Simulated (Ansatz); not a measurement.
`C[NH][Zr]([Cl])([Cl])[O]C`, 14 atoms. The species carries charge 0 and has multiplicity 1. Correlated methods include outer-core shells of Zr, which these sets cover unevenly. Zr: def2 effective core potential. All runs use 2 threads of an AMD EPYC 7R13 on a shared host and a share of an NVIDIA H100 80 GB. Correlated methods freeze the cores. Open-shell runs search over several starts.

**Question.** How many basis functions does each run have, and how long does it take in Ansatz? RKS LC-ωPBE/def2-TZVPP energy; RHF-MP2/def2-QZVPP energy; UKS B2PLYP (frozen core)/def2-TZVPP energy of the cation; UHF-CCSD(T)/def2-TZVPP energy of the cation; UKS PBE0-D4/def2-TZVPP energy of the cation; RKS PBE0-D4/def2-QZVPP energy; direct RPA on PBE orbitals/def2-TZVPP energy; UKS r2SCAN-D4/def2-TZVPP energy of the cation; RKS ωB97M-V/def2-QZVPP energy; RHF-CCSD(T)/def2-TZVPP energy; RKS PBE-QIDH (frozen core)/def2-TZVPP energy; UHF-MP2/def2-QZVPP energy of the cation. (Best estimate.)

**Answer.** The calculation gave: Other jobs shared the machine, so times are rough.

```tsv
level	job	functions	wall time	peak host memory (GiB)
RKS PBE-QIDH (frozen core)/def2-TZVPP	energy	362	8.5 s	1.6
RHF-MP2/def2-QZVPP	energy	659	11 s	1.2
UKS PBE0-D4/def2-TZVPP	energy of the cation	362	11 s	1.1
RKS LC-ωPBE/def2-TZVPP	energy	362	12 s	1.1
RKS PBE0-D4/def2-QZVPP	energy	659	13 s	1.2
direct RPA on PBE orbitals/def2-TZVPP	energy	362	13 s	1.6
RKS ωB97M-V/def2-QZVPP	energy	659	15 s	1.3
UHF-MP2/def2-QZVPP	energy of the cation	659	17 s	1.4
RHF-CCSD(T)/def2-TZVPP	energy	362	17 s	1.1
UKS B2PLYP (frozen core)/def2-TZVPP	energy of the cation	362	19 s	1.7
UKS r2SCAN-D4/def2-TZVPP	energy of the cation	362	27 s	1.1
UHF-CCSD(T)/def2-TZVPP	energy of the cation	362	4.1 min	1.6
```

LC-ωPBE has ω = 0.4 bohr⁻¹.
